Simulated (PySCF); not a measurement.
## How methods differ on the excitation energy of Ru⁺

Ru⁺ [Kr] 4d7 (4F) → Ru⁺ [Kr] 4d6 5p1 (high-spin determinant), as a difference of total energies. Computed with PySCF 2.14 in x2c-TZVPPall with one added diffuse shell each of s, p, d, f type (9s7p7d3f1g, 95 functions), with scalar relativity by spin-free X2C-1e. Correlated levels: valence: [Kr] frozen. The calculations carry no spin-orbit coupling.

| method | excitation energy (eV) |
| --- | --- |
| UHF | 4.779 |
| MP2 (valence) | 5.748 |
| SCS-MP2 (valence) | 6.129 |
| CCSD (valence) | 5.635 |
| CCSD(T) (valence) | 5.672 |

**Question.** How much does correlation contribute at CCSD(T) (valence)?

**Answer.** 5.672 − (4.779) = 0.893 eV, measured against UHF.

A first-order spin-orbit estimate (lowest level to lowest level, LS coupling) adds 0.127 eV.

The determinant of the upper state mixes LS terms, which raises its energy above the lowest term, most at the Hartree-Fock and MP2 levels.
